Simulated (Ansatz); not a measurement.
CCl2NOSi, SMILES `O=C=N[Si](Cl)Cl` radical, 6 atoms. Charge 0, multiplicity 2. All runs use 4 threads of an AMD EPYC 9R45 on a shared host. Correlated methods freeze the cores. Open-shell runs search over several starts.

Problem. Give the basis size and wall time and peak host memory of each of these runs in Ansatz. UHF-CCSD(T)/def2-SVP energy; UKS ωB97X-V/def2-TZVPP energy; UKS BLYP-D4/def2-TZVPP energy; UKS PBE0-D4/def2-TZVP frequencies; UKS CAM-B3LYP-D4/def2-TZVPP energy; UKS PBE0-D4/def2-QZVPP energy; UKS PBE0-D4/def2-SVP energy; direct RPA on PBE orbitals/def2-TZVPP energy; UKS r2SCANh-D4/def2-TZVPP energy; UHF-MP2/def2-QZVPP energy; UKS PBE0-D4/def2-TZVP relaxation (10 steps); UKS ωB97M-V/def2-QZVPP energy. (Best estimate.)

Solution. Ansatz gave: Other jobs shared the machine, so times are rough.

```csv
level,job,functions,wall time,peak host memory (GiB)
UKS PBE0-D4/def2-SVP,energy,96,0.7 s,0.41
UKS BLYP-D4/def2-TZVPP,energy,219,1.1 s,0.36
direct RPA on PBE orbitals/def2-TZVPP,energy,219,1.9 s,0.56
UKS CAM-B3LYP-D4/def2-TZVPP,energy,219,2.2 s,0.95
UKS r2SCANh-D4/def2-TZVPP,energy,219,3 s,0.89
UKS ωB97X-V/def2-TZVPP,energy,219,3.8 s,1.1
UHF-CCSD(T)/def2-SVP,energy,96,3.8 s,0.69
UKS PBE0-D4/def2-QZVPP,energy,381,5.5 s,1.8
UHF-MP2/def2-QZVPP,energy,381,7 s,1.9
UKS ωB97M-V/def2-QZVPP,energy,381,10 s,2.2
UKS PBE0-D4/def2-TZVP,relaxation (10 steps),204,20 s,0.79
UKS PBE0-D4/def2-TZVP,frequencies,204,44 s,0.79
```
